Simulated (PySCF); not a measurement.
# Polarisability and C₆ of Cu²⁺ (copper, charge +2)

[Ar] 3d9, 2D determinant. Calculation: PySCF 2.14, in def2-QZVPPD (11s6p5d4f2g, 100 functions); the non-relativistic Hamiltonian (point nucleus). Coupled (time-dependent) response in atomic units; α is the mean over directions.

```csv
method,mean α (bohr³),"α xx, yy, zz",C₆ (like pair),S(−4)
PBE0,2.897,"2.784, 2.784, 3.124",7.828,4.014
BHandHLYP,2.719,"2.619, 2.619, 2.919",7.285,3.362
```

S(−4) is the Cauchy moment in α(ω) = α(0) + S(−4) ω² + …

α(iu) at BHandHLYP:

```json
{"u (hartree)": "0", "α(iu) (bohr³)": "2.719"}
{"u (hartree)": "0.0500", "α(iu) (bohr³)": "2.711"}
{"u (hartree)": "0.100", "α(iu) (bohr³)": "2.686"}
{"u (hartree)": "0.200", "α(iu) (bohr³)": "2.595"}
{"u (hartree)": "0.300", "α(iu) (bohr³)": "2.466"}
{"u (hartree)": "0.500", "α(iu) (bohr³)": "2.169"}
{"u (hartree)": "0.750", "α(iu) (bohr³)": "1.831"}
{"u (hartree)": "1.00", "α(iu) (bohr³)": "1.561"}
{"u (hartree)": "1.50", "α(iu) (bohr³)": "1.180"}
{"u (hartree)": "2.00", "α(iu) (bohr³)": "0.9283"}
{"u (hartree)": "3.00", "α(iu) (bohr³)": "0.6210"}
{"u (hartree)": "5.00", "α(iu) (bohr³)": "0.3339"}
```

For an ion, C₆ is the dispersion term alone; charge-induced terms of lower order in 1/R come first.

The components differ because the open shell of this determinant is not spherical; for a pure term their mean is the scalar polarisability.
